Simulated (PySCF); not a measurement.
Ligands exchanged one at a time, Al OH-SH. Isolated molecules, 0 K electronic values unless said otherwise. One relaxed conformer stands for each flexible species; it need not be the lowest. Strings in code marks are SMILES.

Quantity: redistribution energy (mixed species minus the weighted end members), in kJ/mol.

Level 1: B3LYP/3-21G // B3LYP-D3(BJ)/def2-TZVP (PySCF)
Level 2: BP86/6-31G* // B3LYP-D3(BJ)/def2-TZVP (PySCF)
Level 3: PBE/6-31G* // B3LYP-D3(BJ)/def2-TZVP (PySCF)
Level 4: HF/6-31G* // B3LYP-D3(BJ)/def2-TZVP (PySCF)

```json
[
 {"species": "1 of 3 OH replaced by SH: `[SH][Al]([OH])[OH]`", "level 2": "-3.84", "level 3": "-3.89", "level 4": "-3.08"},
 {"species": "2 of 3 OH replaced by SH: `[OH][Al]([SH])[SH]`", "level 2": "-1.57", "level 3": "-1.58", "level 4": "-0.44"}
]
```

Problem. What does level 1 give for each?

Solution. 
- 1 of 3 OH replaced by SH: `[SH][Al]([OH])[OH]`: -11.48
- 2 of 3 OH replaced by SH: `[OH][Al]([SH])[SH]`: -8.50
